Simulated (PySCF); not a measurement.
SCF from a fresh guess for singlet TeCl₅⁻, at the PBE minimum. PySCF input:

```python
from pyscf import gto, scf, dft
mol = gto.M(atom='''
Te     0.000000     0.000000    -0.000000
Cl     0.000000     0.000000     2.559211
Cl    -0.000000    -0.000000    -2.559211
Cl     2.551346    -0.000022    -0.000000
Cl    -1.275654     2.209541    -0.000000
Cl    -1.275692    -2.209519     0.000000''',
    basis={'Te': 'def2-SVPD', 'Cl': 'def2-SVPD'},
    ecp={'Te': 'def2-SVPD'},
    charge=-1, spin=0)
mf = dft.RKS(mol, xc='PBE')
mf.grids.atom_grid = (50, 194)
aux = {'Te': 'def2-universal-JKFIT', 'Cl': 'def2-universal-JKFIT'}
mf = mf.density_fit(auxbasis=aux)
mf.conv_tol = 1e-08
mf.diis_space = 10
mf.max_cycle = 60
mf.init_guess = 'minao'
mf.verbose = 4
mf.kernel()
```

Excerpt of the output (cycles and frontier levels):

```
init E= -2539.6318045289
  HOMO = -0.644979246190622  LUMO = -0.639109787524492  gap/eV = 0.15972
cycle= 1 E= -2563.16395066425  delta_E= -23.5  |g|= 4.09  |ddm|= 11.9
cycle= 2 E= -2482.87609282497  delta_E= 80.3  |g|= 9.69  |ddm|=  201
  HOMO = -0.30938017084171  LUMO = -0.286465477870535  gap/eV = 0.62354
cycle= 3 E= -2566.23135521806  delta_E= -83.4  |g|= 2.25  |ddm|=  201
  HOMO = -0.0582354097247728  LUMO = -0.0540782023029646  gap/eV = 0.11312
cycle= 4 E= -2564.17494830427  delta_E= 2.06  |g|= 2.91  |ddm|= 5.34
  HOMO = -0.100736954183793  LUMO = -0.0383020837319009  gap/eV = 1.69894
cycle= 5 E= -2566.90613963114  delta_E= -2.73  |g|= 1.38  |ddm|= 4.34
  HOMO = -0.0660141453985851  LUMO = -0.0474458274069436  gap/eV = 0.50527
cycle= 6 E= -2566.05023233188  delta_E= 0.856  |g|= 2.02  |ddm|=    4
  HOMO = -0.135433034878872  LUMO = -0.0444088040758959  gap/eV = 2.47690
cycle= 7 E= -2567.57692305582  delta_E= -1.53  |g|= 0.333  |ddm|=  2.5
... 11 lines left out ...
cycle= 13 E= -2567.61348017572  delta_E= -1.98e-05  |g|= 0.00105  |ddm|= 0.0128
  HOMO = -0.1162069663338  LUMO = -0.0163159554819479  gap/eV = 2.71817
cycle= 14 E= -2567.61348060643  delta_E= -4.31e-07  |g|= 0.000271  |ddm|= 0.00194
  HOMO = -0.116218443188376  LUMO = -0.0163217330732916  gap/eV = 2.71833
cycle= 15 E= -2567.61348063033  delta_E= -2.39e-08  |g|= 9.41e-05  |ddm|= 0.000573
  HOMO = -0.116218259474559  LUMO = -0.0163269519839861  gap/eV = 2.71818
cycle= 16 E= -2567.61348063322  delta_E= -2.9e-09  |g|= 3.03e-05  |ddm|= 0.000189
  HOMO = -0.116217406764739  LUMO = -0.0163230462125225  gap/eV = 2.71826
Extra cycle  E= -2567.613480632  delta_E= 1.23e-09  |g|= 6.55e-05  |ddm|= 0.000149
converged SCF energy = -2567.613480632
```

No lower solution of this spin was found by a stability analysis within the restricted form, which does not test spin polarisation.

The search for the lowest solution, with the stability check, took 18 s on 4 threads of a shared Arm Neoverse V1 host, with 170 basis functions; the process peaked at 0.55 GiB. Launch command: `OMP_NUM_THREADS=4 python axn.py task.json out`.
